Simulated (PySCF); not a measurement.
Compound: C5H14BNSi.
SMILES with atom numbers: `[SiH3:1][NH:2][B:3]1[CH2:4][CH2:5][CH2:6][CH2:7][CH2:8]1`

Cartesian coordinates in Å at the PBE0-D3(BJ)/def2-SVP level; atoms count from 1:
```xyz
22
C5H14BNSi angstrom
Si     3.523   -0.168    0.999
N      2.180   -0.972    0.210
B      0.782   -0.734    0.240
C     -0.199   -1.703   -0.545
C     -1.395   -0.970   -1.159
C     -2.066   -0.032   -0.160
C     -1.109    1.033    0.366
C      0.111    0.433    1.075
H      4.265   -1.130    1.871
H      4.491    0.354   -0.014
H      3.018    0.959    1.829
H      2.453   -1.770   -0.360
H     -0.577   -2.422    0.210
H      0.323   -2.316   -1.300
H     -1.054   -0.374   -2.025
H     -2.133   -1.686   -1.558
H     -2.941    0.449   -0.628
H     -2.458   -0.623    0.689
H     -1.648    1.721    1.039
H     -0.770    1.651   -0.485
H     -0.226   -0.033    2.023
H      0.816    1.225    1.373
```

Probes without a nucleus sit at each ring's centroid and 1 Å off its mean plane on both sides; NICS is minus the shielding there, NICSzz its component along the normal. Level: GIAO HF/pcSseg-1 (PySCF, non-relativistic, gas phase) on the PBE0-D3(BJ)/def2-SVP geometry, one conformer.

Ring bond lengths (Å): B3–C4 1.586, C4–C5 1.532, C5–C6 1.525, C6–C7 1.525, C7–C8 1.534, C8–B3 1.584.

Question: What do the NICS probes read (ppm)?

Answer: 
| ring | type | NICS(0) | NICS(1), two faces | NICS(1)zz, two faces | rms pucker (Å) | centre to ring atoms, mean (Å) |
| --- | --- | --- | --- | --- | --- | --- |
| B3–C4–C5–C6–C7–C8 | 6-membered ring with B; formal bonds all single | -0.5 | -1.7 / -1.9 | 3.6 / 2.0 | 0.21 | 1.51 |

Question: What do they say, and how far can they be read as aromaticity?

Answer: 
- B3–C4–C5–C6–C7–C8: mean NICS(1)zz 2.8 ppm, near zero. C4, C5, C6, C7, C8 have four or more neighbours, and the NICS criterion for π rings isn't applied.

Question: What are the shieldings of the ring atoms and their hydrogens in the same run (means over atoms taken as equivalent)?

Answer: 
| atoms | environment | σ isotropic (ppm) | principal values of the symmetric part, first atom (ppm) |
| --- | --- | --- | --- |
| B3 | three-coordinate boron | 62.7 | 25.7, 41.7, 120.8 |
| C4 (×2) | sp3 carbon bound to boron | 172.8 | 161.4, 171.0, 176.8 |
| C5 (×2) | ring CH2 carbon | 166.6 | 160.0, 161.9, 177.4 |
| C6 | ring CH2 carbon | 163.7 | 160.3, 165.3, 165.6 |
| H13 (×4) | methylene hydrogen | 31.12 | 27.4, 29.8, 36.5 |
| H15 (×4) | methylene hydrogen | 30.41 | 26.8, 29.0, 36.5 |
| H17 (×2) | methylene hydrogen | 30.43 | 25.0, 28.0, 37.7 |

Question: How do the values depend on the level or the medium?

Answer: 
```json
{"level": "HF/pcSseg-1, gas", "NICS(0), B3–C4–C5–C6–C7–C8": "-0.5", "mean NICS(1)zz, B3–C4–C5–C6–C7–C8": "2.8"}
{"level": "PBE0/pcSseg-1, gas", "NICS(0), B3–C4–C5–C6–C7–C8": "-0.2", "mean NICS(1)zz, B3–C4–C5–C6–C7–C8": "2.9"}
{"level": "PBE0/pcSseg-1, IEF-PCM acetonitrile", "NICS(0), B3–C4–C5–C6–C7–C8": "-0.2", "mean NICS(1)zz, B3–C4–C5–C6–C7–C8": "3.0"}
{"level": "PBE0/pcSseg-1, IEF-PCM chloroform", "NICS(0), B3–C4–C5–C6–C7–C8": "-0.2", "mean NICS(1)zz, B3–C4–C5–C6–C7–C8": "2.9"}
```

The geometry is the same throughout; the continuum's cavity takes Bondi-type radii × 1.2.
